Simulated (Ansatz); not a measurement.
Total energies of BClFH$_{2}$NZn (`[NH2][Zn][B](F)Cl`).

```xyz
7

N    -1.192   -0.274    1.570
Zn   -0.048   -0.018    0.191
B     1.204    0.360   -1.387
F     2.513    0.479   -1.276
Cl    0.568    0.539   -3.028
H    -2.156   -0.536    1.439
H    -0.888   -0.550    2.490
```

Total charge 0; spin multiplicity 1. For Zn the d shell is correlated and the shells below it are frozen. Scalar relativity is left out up to krypton. Geometry: relaxed with PBE0-D4/def2-TZVP. It is one conformer, not always the lowest. Basis def2-TZVPP, the Gaussian-basis code of Ansatz.

RPA on PBE orbitals: Hartree–Fock energy of these orbitals -2417.13616 Eh, correlation -1.81253 Eh (frozen core).

```json
{"functional": "LDA (SPW92)", "energy without D4 (Eh)": "-2414.70326", "D4 term (kJ/mol)": "–"}
{"functional": "revPBE", "energy without D4 (Eh)": "-2420.17472", "D4 term (kJ/mol)": "-37.3"}
{"functional": "BLYP", "energy without D4 (Eh)": "-2420.48857", "D4 term (kJ/mol)": "-28.7"}
{"functional": "r2SCAN", "energy without D4 (Eh)": "-2420.30703", "D4 term (kJ/mol)": "-3.1"}
{"functional": "PBE0", "energy without D4 (Eh)": "-2419.84241", "D4 term (kJ/mol)": "-11.1"}
{"functional": "HSE06 (plane-wave form)", "energy without D4 (Eh)": "-2419.82468", "D4 term (kJ/mol)": "-10.5"}
{"functional": "BHLYP", "energy without D4 (Eh)": "-2420.31173", "D4 term (kJ/mol)": "-17.6"}
{"functional": "ωB97X-V", "energy without D4 (Eh)": "-2420.14143", "D4 term (kJ/mol)": "–"}
{"functional": "ωB97M-V", "energy without D4 (Eh)": "-2420.26570", "D4 term (kJ/mol)": "–"}
{"functional": "PBE-QIDH", "energy without D4 (Eh)": "-2419.48864", "D4 term (kJ/mol)": "–"}
```

Give the same for PBE, B97M-V, B3LYP, r2SCANh, r2SCAN0, CAM-B3LYP, LC-ωPBE, B2PLYP. (An estimate is asked.)

The calculation gave: 
```json
{"functional": "PBE", "energy without D4 (Eh)": "-2419.78486", "D4 term (kJ/mol)": "-13.1"}
{"functional": "B97M-V", "energy without D4 (Eh)": "-2419.92584", "D4 term (kJ/mol)": "–"}
{"functional": "B3LYP", "energy without D4 (Eh)": "-2420.50779", "D4 term (kJ/mol)": "-21.4"}
{"functional": "r2SCANh", "energy without D4 (Eh)": "-2420.27920", "D4 term (kJ/mol)": "-3.4"}
{"functional": "r2SCAN0", "energy without D4 (Eh)": "-2420.23971", "D4 term (kJ/mol)": "-3.8"}
{"functional": "CAM-B3LYP", "energy without D4 (Eh)": "-2420.50270", "D4 term (kJ/mol)": "-11.5"}
{"functional": "LC-ωPBE", "energy without D4 (Eh)": "-2419.97125", "D4 term (kJ/mol)": "–"}
{"functional": "B2PLYP", "energy without D4 (Eh)": "-2419.91013", "D4 term (kJ/mol)": "–"}
```

B3LYP takes the VWN-RPA correlation (the form of Gaussian; ORCA's B3LYP/G). HSE06 is the plane-wave form, built on full-range PBE exchange. The double hybrids freeze the cores in their second-order part.

LC-ωPBE has ω = 0.4 bohr⁻¹.
